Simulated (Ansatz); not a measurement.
# From TaN4H7 to TaNHCl3: predicting a member

On one Ta centre that keeps NH, n of the NH2 ligands are replaced by Cl. The mean Ta–N bond length (to NH2) y in Å at PBE0-D4/def2-TZVP. The shapes are optimised at that level. Flexible molecules stand in one conformer. Programs: Ansatz 0.2.0.

| molecule | n | y (Å) |
| --- | --- | --- |
| TaN4H7 | 0 | 1.942 |
| TaN3H5Cl | 1 | ? |
| TaN2H3Cl2 | 2 | 1.854 |
| TaNHCl3 | 3 | 1.746 |

Question: Fit y = c + s·n to the known rows and predict TaN3H5Cl.

Answer: 
1. Means of the 3 rows: n = 1.66667, y = 1.8473.
2. Σ(Δn)² = 4.6667, Σ(Δn·Δy) = -0.29067, so the slope is -0.29067/4.6667 = -0.062286.
3. Intercept: 1.8473 − (-0.062286) × 1.66667 = 1.9511. The largest residual of the fit is 0.027.
4. TaN3H5Cl: 1.9511 + (-0.062286) × 1 = 1.889 Å.

The run gave 1.906 Å, so the prediction is off by -0.017 Å, within the largest residual. The step per swap drifts from -0.036 to -0.108 Å. For atoms past krypton def2 sets carry core potentials with scalar relativity.
